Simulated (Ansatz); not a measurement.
Frontier orbitals of `C[S+](C)[AlH3-]`.

Charge 0, multiplicity 1. The geometry is a stationary point of PBE0-D4/def2-TZVP. Basis def2-TZVPP, the Gaussian-basis code of Ansatz.

Orbital energies of one run (eV). Highest occupied ones, from the top: -8.78, -8.84, -9.16, -11.04, -12.56, -12.57, -13.89, -14.34, -14.87, -15.18, -19.82, -22.92, -26.04, -77.26. Empty: 1.04, 1.05, 1.63, 2.27, 2.75, 2.78.

Question: Which functional gave them?
A. LC-ωPBE
B. ωB97X-V
C. BHLYP
D. r2SCANh

Answer: C. HOMO energies: BHLYP -8.78, r2SCANh -7.09, ωB97X-V -10.04, LC-ωPBE -10.38 eV.

LC-ωPBE has ω = 0.4 bohr⁻¹.
